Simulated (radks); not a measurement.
The numbers below are computed, except where a source is named.
Spin polarisation of the 4f6 shell in Eu3+. Start: [Xe] 4f(up 3, down 3); electrons of 4f are moved from spin down to spin up, other shells keep equal spins. Code: a radial shooting solver on a logarithmic mesh with Libxc functionals. Model: scalar-relativistic Kohn-Sham, PBE, spin-polarised, spherical densities, finite nucleus; Fermi nuclear charge, rms radius of each element as measured or else 0.836 A^(1/3) + 0.57 fm.

moment (Bohr magnetons),E - E(0) (eV),e(4f up) (eV),e(4f down) (eV),5p down minus up (eV),5s down minus up (eV),4d down minus up (eV)
0,0.000,-33.099,-33.099,0.000,0.000,0.000
1,-0.191,-33.464,-32.700,0.331,0.447,0.856
2,-0.765,-33.796,-32.268,0.664,0.895,1.711
3,-1.720,-34.093,-31.802,0.998,1.345,2.566
4,-3.057,-34.355,-31.301,1.334,1.798,3.421
5,-4.776,-34.581,-30.765,1.674,2.256,4.276
6,-6.876,-34.769,-30.192,2.018,2.718,5.130

At moment 6 the spin-polarisation energy is -6.876 eV and the 4f exchange splitting 4.577 eV, that is 0.763 eV per Bohr magneton; E = -I m^2/4 would give I = 0.764 eV.
